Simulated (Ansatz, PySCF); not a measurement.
Reaction (SMILES): BrBBr [dibromoborane] → Br[B]Br + H atom (the B-H bond at the site shown breaks; other sites are not compared here)
Each molecule is optimised on its own at B3LYP-D3(BJ)/def2-TZVP (Ansatz, a first-principles code). Frequencies are from Ansatz or PySCF.
Geometry of the first species:
```xyz
4

B     -0.0118     0.8387    -0.0033
Br     1.6610    -0.0653     0.0255
Br    -1.6585    -0.1122    -0.0248
H     -0.0284     2.0185    -0.0080
```
Charge 0, spin multiplicity 1.

Wanted: bond dissociation energy (enthalpy at 298 K, with B3LYP-D3(BJ) rigid-rotor harmonic-oscillator terms), in kJ/mol. Cores are frozen in the correlated levels unless marked. Open shells are spin-unrestricted. Spin-orbit coupling is left out. Frozen are the shells of the preceding noble gas and the d and f shells that filled before the atom's block. Non-relativistic. CBS(X,Y): correlation extrapolated as X^-3; Hartree-Fock from the larger set.

```
level                                program  bond dissociation energy (kJ/mol)
----------------------------  --------------  ---------------------------------
HF/cc-pVDZ                            Ansatz                              340.7
HF/aug-cc-pVQZ                        Ansatz                              343.5
HF-D4/def2-TZVPD               PySCF + dftd4                              345.9
BLYP-D4/def2-TZVPD            Ansatz + dftd4                              416.5
B97M-V/def2-TZVPD                     Ansatz                              423.2
PBE0-D4/def2-TZVPD            Ansatz + dftd4                              413.9
M06-2X/def2-TZVPD                      PySCF                              425.7
PBE-QIDH/def2-TZVPD                   Ansatz                              419.0
CCSD(T)/cc-pVTZ                       Ansatz                              427.7
CCSD(T)/CBS(cc-pVTZ,cc-pVQZ)          Ansatz                              433.1
```
